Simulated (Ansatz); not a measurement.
# BSiH4O2F (SMILES OB(F)O[SiH3]): methods side by side

BSiH4O2F has 9 atoms, charge 0, and is taken as a singlet. SMILES: `OB(F)O[SiH3]`. The shape is that of a PBE0-D4/def2-TZVP optimisation. This is one conformer, not always the lowest.

Quantity: the vertical ionisation energy (to the doublet cation), in eV. The values are calculated.

| level | kind | program | value (eV) | CPU time (all runs) |
| --- | --- | --- | --- | --- |
| BLYP/6-31G* (spherical functions) | GGA | Ansatz | 10.58 | 19 s |
| r2SCAN/6-31G* (spherical functions) | meta-GGA | Ansatz | 11.04 | 31 s |
| BHLYP/6-31G* (spherical functions) | global hybrid | Ansatz | 11.67 | 22 s |
| PBE0/6-31G* (spherical functions) | global hybrid | Ansatz | 11.29 | 15 s |
| HSE06/6-31G* (spherical functions) | range-separated hybrid | Ansatz | 11.27 | 22 s |
| B2PLYP/6-31G* (spherical functions) | double hybrid | Ansatz | 11.41 | 27 s |
| RPA@PBE0/6-31G* (spherical functions) | RPA | Ansatz | 11.21 | 26 s |
| MP2/6-31G* (spherical functions) | perturbation theory | Ansatz | 12.27 | 14 s |
| CCSD(T)/6-31G* (spherical functions) | coupled cluster or CI | Ansatz | 11.48 | 74 s |
| CCSD/6-31G* (spherical functions) | coupled cluster or CI | Ansatz | 11.56 | 64 s |

The values span 10.58 to 12.27 eV. The coupled-cluster rows rest on a doubtful reference here (large T1 or Brueckner and Hartree–Fock orbitals at odds), and rows may lie in different states. CPU times are rough (shared hosts, several kinds of processor): they show what a rung costs within a factor of a few.
